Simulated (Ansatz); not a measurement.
Consider the formal hydrolysis of a B–O bond: `B[O][Al]([Cl])[Cl]` + H₂O → `BO` + `[OH][Al]([Cl])[Cl]`.

Computed with Ansatz on PBE0-D4/def2-TZVP structures; ΔE is electronic, products minus reactants. CCSD(T)/CBS is the MP2 limit (def2-TZVPP, def2-QZVPP) plus CCSD(T) − MP2 in def2-TZVPP, frozen cores. This one scheme is used for every species. Functionals use def2-TZVPP. B3LYP here is the variant with VWN-RPA as its local correlation; programs differ in this. Each species was taken in one conformer, which may not be the lowest.

```json
{"level": "revPBE-D4", "ΔE (kJ/mol)": "-10.8", "difference from CCSD(T)/CBS": "-7.0"}
{"level": "B97M-V", "ΔE (kJ/mol)": "-7.0", "difference from CCSD(T)/CBS": "-3.2"}
{"level": "r2SCANh-D4", "ΔE (kJ/mol)": "-7.6", "difference from CCSD(T)/CBS": "-3.8"}
{"level": "r2SCAN0-D4", "ΔE (kJ/mol)": "-6.1", "difference from CCSD(T)/CBS": "-2.3"}
{"level": "ωB97X-V", "ΔE (kJ/mol)": "-8.3", "difference from CCSD(T)/CBS": "-4.5"}
{"level": "PBE-QIDH", "ΔE (kJ/mol)": "-7.0", "difference from CCSD(T)/CBS": "-3.2"}
{"level": "B3LYP", "ΔE (kJ/mol)": "-8.6", "difference from CCSD(T)/CBS": "-4.8"}
{"level": "r2SCANh", "ΔE (kJ/mol)": "-8.5", "difference from CCSD(T)/CBS": "-4.7"}
{"level": "MP2/def2-SVP", "ΔE (kJ/mol)": "-11.3", "difference from CCSD(T)/CBS": "-7.5"}
{"level": "CCSD/def2-SVP", "ΔE (kJ/mol)": "-9.1", "difference from CCSD(T)/CBS": "-5.3"}
{"level": "CCSD(T)/CBS", "ΔE (kJ/mol)": "-3.8", "difference from CCSD(T)/CBS": "0"}
```

(1) What do rigid-rotor, harmonic-oscillator terms from PBE0-D4/def2-TZVP frequencies (298.15 K, 1 bar) make of the CCSD(T)/CBS value? (Estimate.)

Largest T1 diagnostic among the species: 0.014.

Results:

(1) Computed: ΔZPE = +5.9 kJ/mol, ΔH = -2.2 kJ/mol, ΔS = 1 J/(mol·K), ΔG = -2.5 kJ/mol.

In def2-TZVPP, CCSD(T) changes the Hartree–Fock value by −7.2 kJ/mol (the triples alone add −1.3 kJ/mol) and MP2 by −7.4 kJ/mol. From PBE to PBE0 (25 % exact exchange), in def2-TZVPP and without D4, ΔE moves by +4.1 kJ/mol. The D4 term adds +3.1 kJ/mol with B3LYP and +1.9 kJ/mol with PBE0; it sums over pairs of atoms, weighted by their polarisabilities, and B3LYP, whose exchange is more repulsive, gets the larger term.
